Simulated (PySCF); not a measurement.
System: sum formula Si2H4Cl2, net charge 0, singlet state. 
Structure (B3LYP-D3(BJ)/def2-TZVP (Ansatz) minimum search):
```
Si
H 1 1.4755
Cl 1 2.0657 2 107.04
Cl 1 2.0657 2 107.04 3 117.01
Si 1 2.3385 2 115.26 4 121.49
H 5 1.4797 1 108.47 2 -180.00
H 5 1.4813 6 110.05 1 -119.48
H 5 1.4813 6 110.05 7 -121.04
```
Charge 0, spin multiplicity 1.

Dispersion corrections to the total energy (kcal/mol) from the dftd3 and dftd4 libraries through PySCF: D3(BJ) without and D4 with the three-body term, each with the damping fitted for the functional named.

```tsv
functional	D3(BJ)	D4
HF	-39.76	-16.96
revPBE	-12.61	?
PBE	?	-5.51
BLYP	-12.53	-11.74
TPSS	-7.26	-7.41
TPSSh	-6.85	-6.72
CAM-B3LYP	-5.23	?
```

Question: Some entries are withheld; supply them.

Answer: 
- revPBE, D4: -13.76
- PBE, D3(BJ): -5.44
- CAM-B3LYP, D4: -4.95
